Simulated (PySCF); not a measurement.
Match each property card to its molecule.

Structures:
1. `Clc1ccccn1` (C5H4ClN)
2. `FP` (FH2P)
3. `C#C[Si@@H](C)[NH][GeH3]` (C3H9GeNSi)
4. `[F][K]` (KF)

Card P (geometry PBE0-D3(BJ)/def2-SVP):
* Rotational constants A, B, C: 2.935, 0.869, 0.704 GHz
* Static isotropic polarisability (wB97X-D/def2-SVPD): 98.4 au
* Point group: C1
* Isotropic shieldings of nuclei other than C and H, by class (GIAO PBE0/pcSseg-1): 255 (1 N), 385 (1 Si), 1469 (1 Ge) ppm
* Lowest singlet excitation (TDDFT wB97X-D/def2-SVPD): 6.01 eV (206 nm, f = 0.000)

Card Q (geometry PBE0-D3(BJ)/def2-TZVP):
- Rotational constant B (linear): 8.264 GHz
- Isotropic shieldings of nuclei other than C and H, by class (GIAO B97-2/pcSseg-2): 258 (1 F), 1276 (1 K) ppm
- HOMO energy (B97-2/pcSseg-2): -6.13 eV
- Dipole moment (B97-2/pcSseg-2): 8.45 D
- Point group: C∞v

Card R (geometry PBE0-D3(BJ)/def2-SVP):
- Rotational constants A, B, C: 129.029, 14.744, 14.603 GHz
- Static isotropic polarisability (PBE0/def2-SVPD): 28.2 au
- Isotropic shieldings of nuclei other than C and H, by class (GIAO KT3/pcSseg-2): 489 (1 F), 225 (1 P) ppm
- Vertical ionisation energy (ΔSCF PBE0/def2-SVPD): 10.60 eV
- HOMO energy (PBE0/def2-SVPD): -7.92 eV
- Lowest singlet excitation (TDDFT PBE0/def2-SVPD): 5.58 eV (222 nm, f = 0.026)
- Strongest line among the 10 lowest singlet transitions (TDDFT PBE0/def2-SVPD): S7 at 9.83 eV (126 nm, f = 0.161)

Card S (geometry PBE0-D3(BJ)/def2-SVP):
- Rotational constants A, B, C: 5.905, 1.636, 1.281 GHz
- Static isotropic polarisability (PBE0/def2-SVPD): 77.2 au
- Core binding energies (ΔSCF SCAN, pcX-2 on the ionised atom, pcseg-1 elsewhere, spin-free X2C, 2p3/2 from a spin–orbit splitting computed afterwards within the 2p shell): Cl2p3/2 206.1, C1s 290.8, C1s 291.0, C1s 291.3, C1s 291.7, C1s 292.9, N1s 405.0, Cl1s 2828.7 eV
- Isotropic shieldings of nuclei other than C and H, by class (GIAO KT2/pcSseg-2): -69 (1 N), 617 (1 Cl) ppm
- Vertical ionisation energy (ΔSCF PBE0/def2-SVPD): 9.50 eV

Species are written as SMILES; each is one conformer at its optimised geometry, gas phase, non-relativistic unless stated; the electronic structure was computed with PySCF and density fitting. NMR classes are plain means over equivalent atoms (diastereotopic ones count apart unless rotation or inversion swaps them), as if these changed places fast.

Problem. Which card belongs to which structure?

Solution. P = 3, Q = 4, R = 2, S = 1. What ties each card to its structure:
- 1 (card S), C5H4ClN, monoisotopic mass 113.0 u, 7 heavy atoms: core lines of C, Cl and N; an asymmetric top with C = 1.281 GHz; polarisability 77.2 au for 58 electrons.
- 2 (card R), FH2P, monoisotopic mass 52.0 u, 2 heavy atoms: an asymmetric top with C = 14.603 GHz, the highest such constant on the cards; polarisability 28.2 au for 26 electrons.
- 3 (card P), C3H9GeNSi, monoisotopic mass 161.0 u, 6 heavy atoms: point group C1; an asymmetric top with C = 0.704 GHz, the lowest such constant on the cards; polarisability 98.4 au for 80 electrons.
- 4 (card Q), KF, monoisotopic mass 58.0 u, 2 heavy atoms: point group C∞v; a linear rotor with B = 8.264 GHz; dipole 8.45 D.
